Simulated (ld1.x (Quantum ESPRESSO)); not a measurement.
## Before and after: PAW potential for Ar (Z = 18)

```json
{
  "Element": "Ar (Z = 18)",
  "Generator": "ld1.x (Quantum ESPRESSO) 7.5",
  "Type": "PAW",
  "Functional": "revPBE",
  "Relativity": "non-relativistic",
  "Frozen core": "[Ne]",
  "Valence charge": "8",
  "Reference configuration": "3s2 3p5 (charge +1)",
  "Partial waves": "3s (bound): rcut 1.25, rcutus 1.40 bohr; 3s channel at 1.1 Ry: rcut 1.25, rcutus 1.40 bohr; 3p (bound): rcut 0.95, rcutus 1.10 bohr; 3p channel at -0.9 Ry: rcut 0.95, rcutus 1.10 bohr",
  "Local potential": "all-electron potential smoothed inside 0.85 bohr (lloc = -1)",
  "Core correction": "Bessel-smoothed model core, default radius (core density twice the valence density)",
  "Augmentation charge": "PSQ, inside the norm-conserving radii"
}
```

Change: local potential all-electron potential smoothed inside 0.70 bohr (lloc = -1).

Cutoffs: the cutoffs (Ry, on a coarse ladder) from which the occupation-weighted sum of valence levels, in a spherical-Bessel basis at the reference potential, stays within 10 and 1 mRy of its value at 400 Ry; they do not see the model core or the augmentation charge, which bear on the density cutoff. Errors are all-electron minus pseudo energies relative to the spin-unpolarised reference configuration.

Predict the effect on cutoff, ghosts and configuration errors.

The potential gets neither clearly harder nor softer (21 Ry and 80 Ry → 21 Ry and 70 Ry); a bound ghost appears in s, which as a rule spoils a file; the number of tests with a reliable result goes from 6 to 5 (the test run of the changed file stopped, so its transferability is not established); of the 5 tests that both files solve, the error grows in 1 and shrinks in 2 by more than 15 % and 0.3 meV (median size 0.4 → 0.3 meV); the range in which the s phases agree narrows (upper end at the end of the scan → -2.0). A state that the projectors do not describe sees the local part alone, so a deeper or shallower local part can create or remove a ghost.

```tsv
quantity	base	changed
cutoff, loose	21 Ry	21 Ry
cutoff, tight	80 Ry	70 Ry
bound ghosts	none	s
tests with a reliable result	6 of 6	5 of 6 (the test run stopped)
error for 3s2 3p6, meV [ΔE -16.04 eV]	-0.4	0.0
error for 3s2 3p4, meV [ΔE 28.65 eV]	-1.9	+1.1
error for 3s2 3p3, meV [ΔE 71.21 eV]	-12	+18
error for 3s2 3p5.5, meV [ΔE -9.50 eV]	-0.1	+0.1
error for 3s1 3p6, meV [ΔE 14.38 eV]	-0.1	+0.3
s: phases at 1.55 bohr within 0.05 rad from the reference energy up to (Ry; the scan ends near 5)	to the end of the scan	-2.0
p: phases at 1.55 bohr within 0.05 rad from the reference energy up to (Ry; the scan ends near 5)	to the end of the scan	to the end of the scan
lowest overlap eigenvalue by channel	s 0.37, p 0.74	s 0.27, p 0.73
```

 A true bound ghost makes a file unfit for plane-wave use even where its test errors are small: the radial tests pick states by their node count and pass the ghost by.
